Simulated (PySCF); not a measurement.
C₅H₅Cl.

```xyz
11

C     -0.6607     3.0467     0.0000
C     -0.2876     1.8781     0.0000
C      0.2043     0.5368     0.0000
C      1.6993     0.3381     0.0000
C     -0.7076    -0.4748     0.0000
Cl    -0.2915    -2.1551     0.0000
H     -1.0013     4.0725     0.0000
H      2.1523     0.8187    -0.8912
H      2.1523     0.8187     0.8912
H      1.9571    -0.7366     0.0000
H     -1.7907    -0.2863     0.0000
```
Charge 0, spin multiplicity 1.

Geometry: PBE-D3(BJ)/def2-SVP. The structure was generated by enumeration; whether it is a known compound was not checked.

The numbers are results of PBE/pcSseg-1 (PySCF), not measurements. Non-relativistic, no solvent.

Computed absolute GIAO shielding of each atom: isotropic value and principal components (ppm):
| atom | σ(iso) | σ11 | σ22 | σ33 | span |
|---|---|---|---|---|---|
| C1 | 91.1 | 32.9 | 46.9 | 193.4 | 160.5 |
| C2 | 92.8 | -6.6 | -5.1 | 290.2 | 296.8 |
| C3 | 51.3 | -51.2 | 63.6 | 141.4 | 192.7 |
| C4 | 158.5 | 140.4 | 157.2 | 177.8 | 37.4 |
| C5 | 36.4 | -59.4 | 61.3 | 107.3 | 166.7 |
| Cl6 | 678.9 | 445.6 | 764.2 | 826.9 | 381.3 |
| H7 | 27.8 | 24.2 | 24.4 | 34.7 | 10.5 |
| H8 | 29.3 | 25.5 | 27.3 | 35.0 | 9.4 |
| H9 | 29.3 | 25.5 | 27.3 | 35.0 | 9.4 |
| H10 | 28.4 | 23.0 | 30.1 | 32.1 | 9.0 |
| H11 | 24.5 | 20.1 | 25.7 | 27.7 | 7.7 |
